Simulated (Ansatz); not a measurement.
Compare A (`N[SiH2]C=S`) with its isomer B (`NC([SiH3])=S`).

Program: Ansatz. Geometries: PBE0-D4/def2-TZVP. ΔE: electronic, gas phase. CBS: MP2 limit from def2 TZ/QZ plus the TZ coupled-cluster correction, frozen cores. Functionals use def2-TZVPP. One conformer a species, not always the lowest.

A:

```xyz
9

N    -1.343    0.569    0.260
Si   -0.249   -0.656   -0.176
C     1.462    0.130   -0.206
S     1.760    1.642    0.268
H    -0.959    1.435    0.609
H    -2.285    0.402    0.566
H    -0.175   -1.814    0.764
H    -0.511   -1.228   -1.526
H     2.300   -0.479   -0.558
```

B:

Z-matrix (Å, degrees):
```
Si
C 1 1.892
H 1 1.480 2 108.6
H 1 1.480 2 108.6 3 -121.1
H 1 1.495 2 110.0 3 119.4
S 2 1.643 1 116.2 3 60.7
N 2 1.335 1 119.7 3 -119.3
H 7 1.010 2 119.5 1 180.0
H 7 1.006 2 121.8 1 -0.0
```

Problem. Which isomer does CCSD(T)/CBS put lower? Give the gap. (An estimate is asked.)

Solution. The calculation gave: A, by 7.6 kcal/mol.

Problem. Give E(B) − E(A) in kcal/mol with HF/def2-TZVPP, r2SCAN-D4, BLYP-D4, ωB97M-V, MP2/def2-TZVPP, PBE0-D4, CCSD(T)/def2-TZVPP. (Best estimate.)

Solution. Ansatz gave: HF/def2-TZVPP 7.1, r2SCAN-D4 2.3, BLYP-D4 2.6, ωB97M-V 5.6, MP2/def2-TZVPP 6.7, PBE0-D4 2.3, CCSD(T)/def2-TZVPP 7.2. None reverses the order clearly.

Problem. Does the order hold for the free energy at 298.15 K (harmonic terms from PBE0-D4)? (An estimate is asked.)

Solution. Ansatz gave: Yes: G(B) − G(A) = +8.2 kcal/mol, for one conformer each.

Largest T1 diagnostic: 0.018.

At CCSD(T), def2-SVP lies −5.7 kcal/mol from the extrapolated value and def2-TZVPP −0.4 kcal/mol. From BLYP to BHLYP (50 % exact exchange), in def2-TZVPP and without D4, E(B) − E(A) moves by +3.0 kcal/mol.
